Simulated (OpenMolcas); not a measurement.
## As II: effect of the active space

```
Program             : OpenMolcas
Method              : CASSCF
Basis               : ANO-RCC-VDZP
Scalar Hamiltonian  : DKH2, point nucleus
Spin-orbit coupling : RASSI with atomic mean-field integrals over the reference wave functions, term energies averaged over their components
```

A. 2 electrons in 3 orbitals (4p); 2S+1 = 3 even, 3 roots; 2S+1 = 1 even, 6 roots; cost about 2.3 core-seconds
B. 4 electrons in 4 orbitals (4s 4p); 2S+1 = 3 even, 3 roots; 2S+1 = 1 even, 6 roots; 2S+1 = 5 odd, 1 root; 2S+1 = 3 odd, 9 roots; 2S+1 = 1 odd, 8 roots; cost roughly 12 core-seconds

Energies in cm-1 above 4s2 4p2 3P0, the measured ground level; measured values from NIST Handbook of Basic Atomic Spectroscopic Data.

| Level | A | B | Measured |
| --- | --- | --- | --- |
| 4s2 4p2 3P0 | 0.0 | 0.0 | 0.0 |
| 4s2 4p2 3P1 | 898 | 930 | 1063 |
| 4s2 4p2 3P2 | 2281 | 2291 | 2541 |
| 4s2 4p2 1D2 | 12455 | 12525 | 10096 |
| 4s2 4p2 1S0 | 28353 | 22244 | 22599 |

Deviations, from unrounded energies. A percentage is the sum of absolute deviations over the sum of measured energies, with the sign that they share, or ± where signs differ.

```json
{"Against measurement": "mean absolute deviation (cm-1)", "Levels": "4", "A": "2100", "B": "790"}
{"Against measurement": "fine structure of the ground term (%)", "Levels": "2", "A": "-11.8", "B": "-10.6"}
{"Against measurement": "other terms of the ground configuration (%)", "Levels": "2", "A": "+24.8", "B": "±8.5"}
```

B lies closest to measurement on these levels. The largest miss of B in the table is 4s2 4p2 1D2, by +2400 cm-1. The ranking rests on the paired levels alone, and a cruder setting can come out closer through cancelling errors.

Between A and B the level of the table that moves most is 4s2 4p2 1S0, by 6100 cm-1 (lowest in B, highest in A).

Without dynamic correlation excited terms often stand tens of per cent too high (terms of higher spin than the ground term too low), and those without a measured partner can miss by more than the paired ones. With the s shell closed, the reference lacks s² → p² mixing (holds for A). Measured partners are found by configuration, term and J. A level has none where our copy of the source lacks it or the pairing is in doubt (some pairs that miss far off the trend of their configuration count as doubtful), and it then counts in no deviation. Only configurations of the active space appear. Levels that lie high or do not pair safely by name in every column are left out.
